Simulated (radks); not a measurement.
Ionisation of the caesium ion Cs+, [Xe], to [Kr] 4d10 5s2 5p5 as the strength of local exchange is varied. Method: Dirac Kohn-Sham, Slater X-alpha exchange (alpha = 2/3 is LDA exchange), no correlation, spin-unpolarised, spherical densities, finite nucleus; Fermi nuclear charge, rms radius 4.8041 fm; computed with a radial shooting solver on a logarithmic mesh with Libxc functionals.

| alpha | E(Cs+) (hartree) | exchange (hartree) | IE (eV) | -e of the level emptied (eV) | <r> of it (bohr) |
|---|---|---|---|---|---|
| 0.576 | -7753.8785 | -155.9741 | 21.228 | 15.801 (5p3/2) | 2.152 |
| 0.577 | -7754.1493 | -156.2500 | 21.241 | 15.814 (5p3/2) | 2.152 |
| 0.667 | -7778.5572 | -181.1568 | 22.488 | 16.966 (5p3/2) | 2.116 |
| 0.671 | -7779.6436 | -182.2671 | 22.544 | 17.018 (5p3/2) | 2.114 |
| 0.727 | -7794.8692 | -197.8414 | 23.337 | 17.754 (5p3/2) | 2.093 |
| 0.809 | -7817.2141 | -220.7471 | 24.522 | 18.856 (5p3/2) | 2.063 |
| 0.826 | -7821.8541 | -225.5108 | 24.771 | 19.089 (5p3/2) | 2.057 |
| 0.885 | -7837.9775 | -242.0834 | 25.644 | 19.904 (5p3/2) | 2.036 |

NIST Atomic Spectra Database: 23.157 eV (measured). The Delta-SCF value meets it near alpha = 0.71. Spin polarisation and multiplet splitting are left out, so open shells lie too high by an amount that depends on their filling. Sharing an open shell by 2j + 1 raises it above the true ground level by a part of the spin-orbit splitting, which enters the differences from NIST.

Beside tabulated values, note that spin-unpolarised runs miss the spin-polarisation part of the exchange energy of open shells.
